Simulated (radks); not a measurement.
Values are calculated unless marked as measured or tabulated.
Question: Sm13+, configuration [Kr] 4d10 4f1 5s2 (the NIST ground configuration). Level of theory: Dirac Kohn-Sham, PBE, spin-unpolarised, spherical densities, finite nucleus; open shells fill j = l - 1/2 first; Fermi nuclear charge, rms radius 5.0819 fm (a radial shooting solver on a logarithmic mesh with Libxc functionals). Some entries of the table are withheld. Estimate them.

orbital  occ.  eigenvalue (eV)  <r^2> (bohr^2)
1s1/2       2        -46889.01       0.0007049
2s1/2       2        -7879.501         0.01105
2p1/2       2              (1)        0.008051
2p3/2       4              (2)        0.009294
3s1/2       2        -1935.117         0.07409
3p1/2       2        -1764.255         0.06926
3p3/2       4        -1642.114         0.07643
3d3/2       4              (3)         0.06149
3d5/2       6              (4)         0.06349
4s1/2       2        -586.1454          0.3640
4p1/2       2        -519.7632             (5)
4p3/2       4        -491.3233             (6)
4d3/2       4        -381.1207          0.4559
4d5/2       6        -375.7534          0.4675
5s1/2       2        -247.4374           1.488
4f5/2       1        -244.0705          0.5541
4f7/2       0        -243.1419          0.5596
5p1/2       0        -223.2076           1.641
5p3/2       0        -215.6588           1.753
6s1/2       0        -138.3942           4.351

Answer: 
(1) 2p1/2 eigenvalue (eV): -7482.422
(2) 2p3/2 eigenvalue (eV): -6879.728
(3) 3d3/2 eigenvalue (eV): -1345.615
(4) 3d5/2 eigenvalue (eV): -1319.120
(5) 4p1/2 <r^2> (bohr^2): 0.3803
(6) 4p3/2 <r^2> (bohr^2): 0.4143
